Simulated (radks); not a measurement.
Values are calculated unless marked as measured or tabulated.
Q: Spherical jellium clusters: N electrons in a uniform positive sphere of charge N and radius rs N^(1/3), rs = 2.78 bohr. Level of theory: non-relativistic Kohn-Sham, LDA (Slater exchange, Perdew-Wang correlation), spin-polarised, spherical densities (a radial shooting solver with Libxc functionals). Levels are named by radial order and angular momentum (1s, 1p, 1d, 2s, ...), and open shells are averaged over m. At N = 15 the configuration is 1s2 1p6 1d(up 5, down 2). The background grows by one charge. Does electron 16 go into 2s up or 1d down or 2s down?

A: Into 1d down. The total energies of the other choices lie higher by 0.207 eV (2s up), 0.416 eV (2s down).
